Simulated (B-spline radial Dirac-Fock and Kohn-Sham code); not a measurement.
EELS cross sections of the Os M1 (3s) edge

System: the Os atom, [Xe] 4f14 5d6 6s2. Calculated with a radial finite-basis atomic code, using the first Born approximation with generalised oscillator strengths from a Dirac-Hartree-Slater potential (longitudinal and transverse terms; continuum final states only, so no white lines or fine structure). The edge is taken at 3049.0 eV (tabulated value).

Input of the calculation (task.json; shells as n, l, electrons):

```json
{"items": [{
  "Z": 76,
  "q": 0,
  "cfg": [[1, 0, 2], [2, 0, 2], [2, 1, 6], [3, 0, 2], [3, 1, 6], [3, 2, 10], [4, 0, 2], [4, 1, 6], [4, 2, 10], [4, 3, 14], [5, 0, 2], [5, 1, 6], [5, 2, 6], [6, 0, 2]],
  "A": 192,
  "rrms": 5.4126,
  "do": "eels",
  "beams": [[80, 5], [80, 10], [80, 20], [100, 5], [100, 10], [100, 20], [100, 100], [120, 50], [200, 10], [200, 20], [200, 50], [200, 100], [300, 50], [300, 100]],
  "edges": {"M1": 3049.0}
}]}
```

Run with: `python xray2_run.py task.json out`

Partial cross sections σ(β, Δ) in barn, integrated over a window Δ above the edge and up to the collection semi-angle β, for parallel illumination:

```
E₀ (kV)  β (mrad)  Δ = 25 eV  Δ = 50 eV  Δ = 100 eV  Δ = 200 eV  Δ = 300 eV
     80         5      0.113      0.219       0.422       0.791        1.11
     80        10      0.420      0.816        1.58        2.96        4.18
     80        20       1.34       2.61        5.07        9.56        13.6
    100         5      0.143      0.277       0.534        1.00        1.41
    100        10      0.517       1.00        1.94        3.64        5.15
    100        20       1.53       2.98        5.79        10.9        15.5
    100       100          ?          ?           ?           ?           ?
    120        50       4.03       8.00        15.8        30.2        43.3
    200        10      0.928       1.80        3.49        6.59        9.36
    200        20       2.04       3.98        7.77        14.8        21.1
    200        50       3.93       7.89        15.7        30.2        43.5
    200       100       5.21       11.0        22.8        45.1        65.6
    300        50       3.87       7.86        15.8        30.6        44.1
    300       100       4.68       10.0        20.9        41.6        60.7
```

Question: Give the row for 100 kV and 100 mrad.

Answer: 6.33 b for 25 eV, 13.1 b for 50 eV, 26.5 b for 100 eV, 51.5 b for 200 eV, 74.4 b for 300 eV.
